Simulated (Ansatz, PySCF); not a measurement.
C3H4ClFSi, SMILES FC=C=C([SiH3])Cl. Atoms are numbered in the order given.

```xyz
10

F      2.9304     0.0820    -1.2059
C      2.2410    -0.3205    -0.1296
C      0.9556    -0.1084     0.0225
C     -0.3343     0.0325     0.1898
Si    -1.6484    -1.1986    -0.3870
Cl    -0.9968     1.4633     1.0071
H      2.8642    -0.8428     0.6045
H     -2.5627    -0.5115    -1.3392
H     -0.9692    -2.3465    -1.0457
H     -2.4229    -1.6583     0.7983
```
Charge 0, spin multiplicity 1.

Coordinates come from a B3LYP-D3(BJ)/def2-SVP optimisation. This is a generated structure with no PubChem entry under its InChIKey; it may be hypothetical.

Two levels are set side by side: PBE-D3(BJ)/def2-SVP (Ansatz, a quantum-chemistry and plane-wave program) and B3LYP-D3(BJ)/def2-SVP (Ansatz). Each level has its own optimised geometry; the coordinates shown are those of the second. Frequencies come from the Hessian of PySCF at each geometry. Differences are taken from unrounded values.

```
quantity                            B3LYP-D3(BJ)
----------------------------------  ------------
mean bond length (Å)                       1.465
bond F1–C2 (Å)                             1.340
bond C2–C3 (Å)                             1.312
bond C3–C4 (Å)                             1.308
bond C4–Si5 (Å)                            1.891
bond C4–Cl6 (Å)                            1.776
bond C2–H7 (Å)                             1.095
bond Si5–H8 (Å)                            1.488
bond Si5–H9 (Å)                            1.488
bond Si5–H10 (Å)                           1.489
highest harmonic wavenumber (cm⁻¹)          3178
mean harmonic wavenumber (cm⁻¹)             1012
zero-point energy (kcal/mol)               34.71
```

Q: What does PBE-D3(BJ) give, and how far is it from B3LYP-D3(BJ)? (An estimate is asked for; the answer gives what the named calculation found.)

A: 
| quantity | PBE-D3(BJ) | PBE-D3(BJ) minus B3LYP-D3(BJ) |
|---|---|---|
| mean bond length (Å) | 1.474 | 0.009 |
| bond F1–C2 (Å) | 1.346 | 0.006 |
| bond C2–C3 (Å) | 1.321 | 0.009 |
| bond C3–C4 (Å) | 1.317 | 0.009 |
| bond C4–Si5 (Å) | 1.896 | 0.005 |
| bond C4–Cl6 (Å) | 1.775 | -0.001 |
| bond C2–H7 (Å) | 1.105 | 0.009 |
| bond Si5–H8 (Å) | 1.502 | 0.014 |
| bond Si5–H9 (Å) | 1.501 | 0.013 |
| bond Si5–H10 (Å) | 1.502 | 0.013 |
| highest harmonic wavenumber (cm⁻¹) | 3098 | -80 |
| mean harmonic wavenumber (cm⁻¹) | 978 | -33 |
| zero-point energy (kcal/mol) | 33.57 | -1.14 |

Exact exchange shortens and stiffens bonds; PBE has none. Differences between two approximate levels are no errors against the true value.
